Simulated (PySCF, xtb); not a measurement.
B(CCH)(OH)2 (C2H3BO2), SMILES C(#C)B(O)O.

xtb 6.7.1 with GFN2-xTB at its own geometry gives an orbital gap of 5.67 eV and a dipole moment of 2.46 D.

Geometry: PBE0-D3(BJ)/def2-SVP. One conformer was computed; it need not be the lowest.

Question: What does M06-2X/def2-TZVP (PySCF) give? (The exact figures need the calculation; the answer reports its results.)

Answer: gap 10.04 eV (levels -9.78 and 0.26 eV), dipole 2.86 D.
